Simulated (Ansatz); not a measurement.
Ansatz (a quantum-chemistry and plane-wave program) input:
A basis named .json is the Basis Set Exchange file of that set.

Ansatz 0.2 input:
```yaml
crystal:
  periodic: [false, false, false]
  atoms:
    - {symbol: Si, position_ang: [-0.05449996, -0.09918052, 0.12175642]}
    - {symbol: C, position_ang: [1.76215664, -0.22022232, -0.46945102]}
    - {symbol: N, position_ang: [-0.53450731, -0.92096913, 1.46891632]}
    - {symbol: N, position_ang: [-0.96360508, -0.46858378, -1.37060494]}
    - {symbol: N, position_ang: [-0.23270221, 1.67398427, 0.32100221]}
    - {symbol: H, position_ang: [1.93440969, 0.33375051, -1.39922094]}
    - {symbol: H, position_ang: [2.44659739, 0.17146832, 0.29019759]}
    - {symbol: H, position_ang: [2.02797778, -1.26683587, -0.64584595]}
    - {symbol: H, position_ang: [-0.41888595, -1.93037220, 1.46072019]}
    - {symbol: H, position_ang: [-0.97286389, 0.26506498, -2.07069831]}
    - {symbol: H, position_ang: [-1.91822307, -0.73466627, -1.16476670]}
    - {symbol: H, position_ang: [-1.17449598, 1.87599524, 0.64615072]}
    - {symbol: H, position_ang: [0.38124571, 2.00443681, 1.06038461]}
basis:
  gaussian:
    orbitals: cc-pV_T+d_Z.json
total_charge: -1
magnetization: {spin_polarized: false}
correlation: {method: ccsd_t, electrons: outside_noble_gas}
```

Problem. Predict the final energy.

Solution. -496.00997 Eh (CCSD(T)/cc-pV(T+d)Z). The basis has 271 functions.

It need not be the lowest isomer of its formula. Whether it binds its extra electron was not tested at this geometry.
